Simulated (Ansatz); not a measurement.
Calculated with Ansatz (gas phase, PBE0-D4/def2-TZVP geometries, no zero-point term in ΔE). CCSD(T)/CBS is the MP2 limit (def2-TZVPP, def2-QZVPP) plus CCSD(T) − MP2 in def2-TZVPP, frozen cores. This one scheme is used for every species. DFT in def2-TZVPP. B3LYP here is the variant with VWN-RPA as its local correlation; programs differ in this. For Ga outer-core shells are correlated without core-valence functions, which leaves a few kJ/mol of doubt a bond. Scalar relativity is left out up to krypton. One conformer a species, not always the lowest.

Reaction (cleavage of the Ga–Al bond): `F[CH2][AlH][GaH2]` + H₂S → `[SH][GaH2]` + `F[CH2][AlH2]`

```tsv
level	ΔE (kJ/mol)
B3LYP	-75.0
CCSD/def2-TZVPP	-73.9
```

**Question.** What does CCSD(T)/CBS give? (Estimate.)

**Answer.** The calculation gave: -76.6 kJ/mol. The listed levels differ from it by 1.6, 2.7 kJ/mol.

Largest T1 diagnostic among the species: 0.013.

From PBE to PBE0 (25 % exact exchange), in def2-TZVPP and without D4, ΔE moves by −3.1 kJ/mol. At CCSD(T), def2-SVP lies −4.4 kJ/mol from the extrapolated value and def2-TZVPP +1.8 kJ/mol.

CCSD(T)/CBS has its own doubt, a few kJ/mol and more with outer-core shells, so smaller differences from it don't rank the levels.
